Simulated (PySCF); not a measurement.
A structure optimised at PBE0-D3(BJ)/def2-SVP, used in a PySCF frequency run:

```
B
C 1 1.5730
H 2 1.1002 1 112.67
H 2 1.1002 3 108.64 1 125.56
H 2 1.1041 3 106.99 4 115.19
S 1 1.8037 2 117.34 3 152.30
H 6 1.3503 1 99.70 2 177.38
S 1 1.8037 2 117.34 3 -28.95
H 8 1.3503 1 99.70 2 -177.38
```
Charge 0, spin multiplicity 1.

### Question
Write its SMILES, formula and point group.

### Answer
CB(S)S, CH5BS2, Cs

### Question
What are its rotational constants (standard atomic weights)?

### Answer
5.9745, 2.9619, 2.0050 GHz
